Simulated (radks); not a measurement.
Spherical quantum dot in the effective-mass picture: electrons in a well V = -V0 / (1 + exp((r - R)/a)) with V0 = 38.1, R = 1.67, a = 0.1, with a point charge +1 (a donor) at the centre, all in effective atomic units (hartree* = m*/eps^2 hartree, bohr* = eps/m* bohr), one dielectric constant everywhere. Calculated with a radial shooting solver with Libxc functionals: non-relativistic Kohn-Sham, r2SCAN, spin-polarised, spherical densities, generalised Kohn-Sham scheme. Levels are named by radial order and angular momentum (1s, 1p, 1d, 2s, ...), and open shells are averaged over m.

N = 9, configuration 1s2 1p6 1d(up 1, down 0). This is the lowest configuration that the search found. Occupied levels:

level    occupation  eigenvalue (hartree*)  <r> (bohr*)
1s up             1                -30.155       0.8555
1s down           1                -30.108       0.8490
1p up             3                -28.347        1.024
1p down           3                -28.268        1.022
1d up             1                -26.100        1.115

Energy (hartree*): total -290.256, kinetic 26.774, external -346.68, Hartree 36.524, exchange-correlation -6.8789.
